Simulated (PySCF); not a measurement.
2-methylidenecyclopent-3-en-1-one (C₆H₆O), SMILES C=C1C=CCC1=O.

Coordinates come from a PBE-D3(BJ)/def2-SVP optimisation. One conformer was computed; it need not be the lowest.

Calculation: PBE/def2-TZVP in PySCF.

Symmetry labels are those of the subgroup Cs that the program uses (full group Cs).

Question: List the valence orbital energies around the gap with their symmetry. (An estimate is asked for; the answer gives what the named calculation found.)

Answer: 
| orbital | symmetry | energy (eV) |
|---|---|---|
| HOMO−7 | A' | -10.09 |
| HOMO−6 | A' | -9.91 |
| HOMO−5 | A' | -9.36 |
| HOMO−4 | A" | -9.15 |
| HOMO−3 | A' | -9.06 |
| HOMO−2 | A" | -8.09 |
| HOMO−1 | A" | -5.96 |
| HOMO | A' | -5.74 |
| LUMO | A" | -2.87 |
| LUMO+1 | A" | -1.47 |
| LUMO+2 | A' | 0.74 |
| LUMO+3 | A' | 1.16 |
